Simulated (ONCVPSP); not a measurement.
Bi (Z = 83): one change to an ONCV potential, before and after

| Property | Result |
| --- | --- |
| Element | Bi |
| Generator | ONCVPSP 4.0.1 |
| Type | optimised norm-conserving Vanderbilt (ONCV) |
| Functional | PBE |
| Relativity | scalar-relativistic |
| Frozen core | [Kr] 4d10 4f14 5s2 |
| Valence charge | 21 |
| Reference configuration | 5p6 5d10 6s2 6p3 |
| Partial waves | 6s: rc 1.90 bohr, ncon 4, nbas 7, qcut 3.1 1/bohr, 2 projectors, debl 2.2 Ha; 5p+6p: rc 1.35 bohr, ncon 3, nbas 6, qcut 12.8 1/bohr, 3 projectors, debl 2.3 Ha; 5d: rc 2.00 bohr, ncon 4, nbas 9, qcut 8.4 1/bohr, 1 projector |
| Local potential | polynomial inside 1.30 bohr (lpopt 5, dvloc0 3 Ha) |
| Core correction | Teter function, fcfact 4.25, rcfact 1.8 |

Change: d: rc 1.32.

Cutoffs: the cutoffs (Ha) at which the residual kinetic energy of the hardest occupied pseudo-wave falls to 1 and 0.1 mHa per electron; they do not see the model core or the augmentation charge, which bear on the density cutoff. Errors are all-electron minus pseudo energies relative to the spin-unpolarised reference configuration.

Q: How do hardness, ghosts and transferability respond?

A: The potential gets neither clearly harder nor softer (46 Ha and 53 Ha → 46 Ha and 53 Ha); both files keep a bound ghost (s); the errors of the 4 common tests hardly move.

```csv
quantity,base,changed
"cutoff, loose",46 Ha,46 Ha
"cutoff, tight",53 Ha,53 Ha
loose cutoff by channel,"s 21 Ha, p 46 Ha, d 24 Ha","s 21 Ha, p 46 Ha, d 26 Ha"
bound ghosts,s,s
GHOST(+) flags under 300 eV,none,none
"error for 5p6 5d10 6s2 6p2, meV [ΔE 7.91 eV]",-3.7,-3.7
"error for 5p6 5d10 6s2 6p1, meV [ΔE 23.16 eV]",-15,-14
"error for 5p6 5d10 6s2 6p0, meV [ΔE 46.50 eV]",-41,-39
"error for 5p6 5d10 6s2 6p2.5, meV [ΔE 3.10 eV]",-1.3,-1.2
s: phases at 1.93 bohr within 0.05 rad from the reference energy up to (Ha; the scan ends near 5),4.4,4.4
p: phases at 1.37 bohr within 0.05 rad from the reference energy up to (Ha; the scan ends near 5),to the end of the scan,to the end of the scan
"rms error of d²Exc/dni dnj with the model core, mHa",2.62,2.64
```

 A true bound ghost makes a file unfit for plane-wave use even where its test errors are small: the radial tests pick states by their node count and pass the ghost by.
